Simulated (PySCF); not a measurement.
An equivalent PySCF input for Ne+ (neon, charge +1), [He] 2s2 2p5, 2P determinant, with the non-relativistic Hamiltonian (point nucleus):

```python
from pyscf import gto, scf, dft, mp, cc
import basis_set_exchange as bse
mol = gto.M(atom="Ne 0 0 0", charge=1, spin=1, symmetry="D2h",
            basis=gto.basis.parse(bse.get_basis("cc-pVTZ", elements=["Ne"], fmt="nwchem", header=False)))
mf = dft.UKS(mol, xc="M062X")
mf.irrep_nelec = {'Ag': (2, 2), 'B1u': (1, 1), 'B2u': (1, 1), 'B3u': (1, 0)}
mf.kernel()
```

It reaches the same state as the run whose output follows, with an energy that differs only through the grid. The run itself started from symmetry-adapted Hartree-Fock orbitals and held the occupation by maximum overlap, on a logarithmic radial grid, so the iterations belong to that start.

```
SCF conv_tol = 1e-09
number electrons alpha = 5  beta = 4
XC functionals = M062X
    Y. Zhao and D. G. Truhlar.,  Theor. Chem. Acc. 120, 215 (2008)
    Y. Zhao and D. G. Truhlar.,  Theor. Chem. Acc. 120, 215 (2008)
cycle= 1 E= -128.134796063892  delta_E= -0.00452  |g|= 0.0145  |ddm|= 0.152
cycle= 2 E= -128.134831977668  delta_E= -3.59e-05  |g|= 0.00323  |ddm|= 0.0133
cycle= 3 E= -128.134833539711  delta_E= -1.56e-06  |g|= 0.0015  |ddm|= 0.00386
cycle= 4 E= -128.134833926554  delta_E= -3.87e-07  |g|= 8.22e-05  |ddm|= 0.00141
cycle= 5 E= -128.134833929356  delta_E= -2.8e-09  |g|= 9.86e-06  |ddm|= 0.000152
cycle= 6 E= -128.134833929398  delta_E= -4.15e-11  |g|= 3.29e-07  |ddm|= 2.07e-05
converged SCF energy = -128.134833929398  <S^2> = 0.75102718  2S+1 = 2.0010269
```
